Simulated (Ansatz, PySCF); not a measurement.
pyrazine (C4H4N2), SMILES c1cnccn1. Atoms are numbered in the order given.

```xyz
10

C      0.0000    -1.1316    -0.6991
C      0.0000    -1.1316     0.6991
N      0.0000     0.0000     1.4024
C      0.0000     1.1316     0.6991
C      0.0000     1.1316    -0.6991
N      0.0000     0.0000    -1.4024
H      0.0000    -2.0743    -1.2587
H      0.0000    -2.0743     1.2587
H      0.0000     2.0743     1.2587
H      0.0000     2.0743    -1.2587
```
Charge 0, spin multiplicity 1.

Geometry: ωB97X-D3(BJ)/def2-SVP.

Two levels are set side by side: PBE-D3(BJ)/def2-SVP (Ansatz, a quantum-chemistry and plane-wave program) and ωB97X-D3(BJ)/def2-SVP (PySCF). Each level has its own optimised geometry; the coordinates shown are those of the second. Frequencies come from the Hessian of PySCF at each geometry. Differences are taken from unrounded values.

| quantity | ωB97X-D3(BJ) |
|---|---|
| mean bond length (Å) | 1.251 |
| bond C1–C2 (Å) | 1.398 |
| bond C1–N6 (Å) | 1.332 |
| bond C2–N3 (Å) | 1.332 |
| bond N3–C4 (Å) | 1.332 |
| bond C4–C5 (Å) | 1.398 |
| bond C5–N6 (Å) | 1.332 |
| bond C1–H7 (Å) | 1.096 |
| bond C2–H8 (Å) | 1.096 |
| bond C4–H9 (Å) | 1.096 |
| bond C5–H10 (Å) | 1.096 |
| highest harmonic wavenumber (cm⁻¹) | 3213 |
| mean harmonic wavenumber (cm⁻¹) | 1426 |
| zero-point energy (kcal/mol) | 48.92 |

Q: What does PBE-D3(BJ) give, and how far is it from ωB97X-D3(BJ)? (Estimate from the structure and the level; the computed values follow.)

A: 
```tsv
quantity	PBE-D3(BJ)	PBE-D3(BJ) minus ωB97X-D3(BJ)
mean bond length (Å)	1.260	0.009
bond C1–C2 (Å)	1.407	0.008
bond C1–N6 (Å)	1.342	0.010
bond C2–N3 (Å)	1.342	0.010
bond N3–C4 (Å)	1.342	0.010
bond C4–C5 (Å)	1.407	0.008
bond C5–N6 (Å)	1.342	0.010
bond C1–H7 (Å)	1.105	0.009
bond C2–H8 (Å)	1.105	0.009
bond C4–H9 (Å)	1.105	0.009
bond C5–H10 (Å)	1.105	0.009
highest harmonic wavenumber (cm⁻¹)	3095	-118
mean harmonic wavenumber (cm⁻¹)	1365	-61
zero-point energy (kcal/mol)	46.83	-2.09
```

GGA bonds tend to be longer and softer than those of functionals with exact exchange. Differences between two approximate levels are no errors against the true value.
